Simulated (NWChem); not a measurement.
Molecule: TiNH₃O₂; SMILES [NH2][Ti]([OH])=[O]

```xyz
7

Ti    -0.0609    -0.0289     0.0000
O     -1.6544     0.0353     0.0000
O      0.7909    -1.6340     0.0000
H      0.4794    -2.5430     0.0000
N      0.8035     1.6561     0.0000
H      1.8093     1.8171     0.0000
H      0.3336     2.5587     0.0000
```
Atoms are numbered in this order, from 1.

Computed with NWChem. Coordinates come from a PBE0/def2-SVP optimisation.

Predict the results for PBE/STO-3G. Quantities: highest occupied level (eV); orbital gap (eV); dipole (D).


```json
{
  "highest occupied level (eV)": "-2.11",
  "orbital gap (eV)": "2.88",
  "dipole (D)": "2.14"
}
```
